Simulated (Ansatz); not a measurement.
Geometry optimisation, RKS PBE0-D4/STO-3G (Ansatz 0.2.0).

The input (input.yaml):

```yaml
crystal:
  periodic: [false, false, false]
  atoms:
    - { symbol: Al, position_ang: [0.0, 0.0, 0.0] }
    - { symbol: O, position_ang: [0.0, 0.0, 1.78] }
    - { symbol: Si, position_ang: [-1.3147, -0.4067, 2.7436] }
    - { symbol: H, position_ang: [-2.239, -1.2403, 1.9804] }
    - { symbol: H, position_ang: [-0.8506, -1.1432, 3.9157] }
    - { symbol: H, position_ang: [-1.9987, 0.8095, 3.1733] }
    - { symbol: Cl, position_ang: [1.9312, 0.0, -1.115] }
    - { symbol: Cl, position_ang: [-1.9312, 0.0, -1.115] }
basis:
  gaussian: { orbitals: STO-3G }
hamiltonian:
  xc: pbe0
  dispersion: d4
relax:
  f_tol: 0.02
  max_steps: 40
```

Run as:

```bash
$ ansatz run input.yaml --threads 1 --pin off --max-ram 2048MiB --backend cpu --events-out ev --progress --plain --runs-dir out
```

Task: Where does it end, and by what steps?

Result: The forces met the threshold. Limits of this set-up: minimal basis. After 12 steps the energy has fallen by 0.819 eV; H6 moved furthest, 0.45 Å.

```tsv
step	energy less start (eV)	largest force component (eV/Å)	accepted
0	0.0000	3.765	yes
1	-0.7382	1.857	yes
2	-0.7948	0.192	yes
3	-0.8020	0.137	yes
4	-0.8088	0.102	yes
5	-0.8100	0.316	yes
6	-0.8181	0.036	yes
7	-0.8188	0.026	yes
8	-0.8191	0.034	yes
9	-0.8193	0.032	yes
10	-0.8194	0.032	yes
11	-0.8194	0.021	yes
12	-0.8195	0.018	yes
```

```xyz
8
Properties=species:S:1:pos:R:3
Al -0.016 -0.008 0.050
O 0.043 -0.379 1.657
Si -1.315 -0.484 2.670
H -2.226 -1.509 2.207
H -0.825 -0.828 3.984
H -2.015 0.782 2.727
Cl 1.754 0.066 -1.007
Cl -1.802 0.378 -0.926
```

Whether the end is a true minimum wasn't checked by a vibrational analysis.

The run took 37 s on 1 thread of Arm Neoverse V2, with other jobs on the host, peak memory 0.14 GiB.
